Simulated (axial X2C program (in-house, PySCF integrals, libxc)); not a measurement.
Density and ELF of Zr₂

Computed with an in-house relativistic program for diatomic molecules. Two-component (2c) means X2C with spin–orbit coupling and atomic mean-field two-electron Coulomb and Gaunt terms. Basis: Zr dyall-cv3z [11s12p9d6f3g] (cores contracted in-house); Gaussian nuclei, density fitting, unrestricted open shells. Masses: Zr 89.905 u.

PBE0, two-component, state Ω = 1 (⟨Sz⟩ = -1.00, ⟨Lz⟩ = 2.00 at PBE0); Zr at z = 0, Zr at z = 2.212 Å.

The maps cover the half plane through the axis: z from -2.4 to 4.2 Å along the bond, ρ from 0.15 to 2.25 Å away from it.

log10 of the density in e/bohr³:

```
 ρ\z  -2.4  -1.8  -1.2  -0.6   0.0   0.6   1.2   1.8   2.4   3.0   3.6   4.2
0.15  -2.9  -2.3  -1.5  -0.3   1.6  -0.3  -0.9   0.1   1.2  -0.6  -1.8  -2.5
0.45  -2.9  -2.3  -1.6  -0.5   0.0  -0.5  -1.0  -0.3   0.0  -0.8  -1.8  -2.5
0.75  -3.0  -2.4  -1.8  -0.9  -0.6  -0.9  -1.2  -0.7  -0.6  -1.2  -2.0  -2.6
1.05  -3.1  -2.6  -2.0  -1.5  -1.2  -1.3  -1.4  -1.3  -1.3  -1.7  -2.2  -2.7
1.35  -3.2  -2.8  -2.3  -2.0  -1.8  -1.7  -1.6  -1.7  -1.9  -2.1  -2.5  -2.9
1.65  -3.4  -3.0  -2.6  -2.4  -2.2  -2.0  -1.9  -2.0  -2.2  -2.4  -2.7  -3.1
1.95  -3.6  -3.2  -2.9  -2.7  -2.4  -2.2  -2.2  -2.3  -2.5  -2.7  -3.0  -3.3
2.25  -3.8  -3.4  -3.1  -2.9  -2.7  -2.5  -2.4  -2.5  -2.7  -3.0  -3.2  -3.5
```

Electron localisation function (collinear form, no current term, damped to 0 at low density):

```
 ρ\z  -2.4  -1.8  -1.2  -0.6   0.0   0.6   1.2   1.8   2.4   3.0   3.6   4.2
0.15  0.39  0.29  0.27  0.67  0.44  0.67  0.22  0.19  0.78  0.67  0.23  0.34
0.45  0.38  0.32  0.27  0.80  0.21  0.73  0.28  0.70  0.31  0.66  0.24  0.37
0.75  0.36  0.33  0.25  0.66  0.74  0.51  0.40  0.62  0.77  0.48  0.24  0.38
1.05  0.30  0.32  0.21  0.28  0.27  0.32  0.55  0.26  0.31  0.23  0.23  0.35
1.35  0.20  0.29  0.17  0.09  0.07  0.37  0.68  0.20  0.06  0.11  0.21  0.29
1.65  0.10  0.21  0.14  0.07  0.08  0.51  0.76  0.32  0.06  0.08  0.18  0.20
1.95  0.04  0.13  0.12  0.08  0.15  0.61  0.80  0.45  0.10  0.08  0.13  0.10
2.25  0.01  0.06  0.08  0.09  0.22  0.64  0.79  0.51  0.15  0.08  0.08  0.04
```

Axial spin density in 10⁻³ e/bohr³:

```
 ρ\z  -2.4  -1.8   -1.2   -0.6     0.0    0.6    1.2   1.8    2.4    3.0    3.6   4.2
0.15  -1.1  -4.4  -17.8  -37.0  -139.6  -32.7  -47.7  -5.4   -3.3  -37.6  -11.6  -2.8
0.45  -0.9  -3.5  -11.4  -10.7   -22.9   -9.0  -23.1  -1.9  -11.7  -15.9   -8.1  -2.3
0.75  -0.7  -2.2   -5.2   -3.6   -25.8   -4.4   -7.0  -8.3  -17.6   -4.8   -4.3  -1.6
1.05  -0.5  -1.3   -2.1   -2.3   -10.7   -3.7   -2.6  -6.1   -8.4   -1.9   -1.9  -0.9
1.35  -0.3  -0.6   -0.9   -1.4    -4.2   -2.5   -1.6  -3.3   -3.5   -1.0   -0.8  -0.5
1.65  -0.1  -0.3   -0.4   -0.7    -1.8   -1.5   -1.1  -1.7   -1.5   -0.5   -0.4  -0.3
1.95  -0.1  -0.1   -0.2   -0.4    -0.8   -0.8   -0.7  -0.8   -0.7   -0.3   -0.2  -0.1
2.25   0.0  -0.1   -0.1   -0.2    -0.4   -0.4   -0.4  -0.4   -0.3   -0.1   -0.1  -0.1
```

One determinant describes the state; a PBE0 search over occupations chose it and may have missed a lower one. Density functionals use the spin component along the axis (collinear). Other states lie close and PBE0, whose exact exchange favours high spin, may order them wrongly; the determinant shown need not be the ground state. The nearest other 2c determinant of the search, Ω = 3, lies 0.07 eV up at the distance of the search. The functionals have no current-density term, which raises determinants with orbital currents, atoms included. With several unpaired electrons one determinant need not be a pure state.
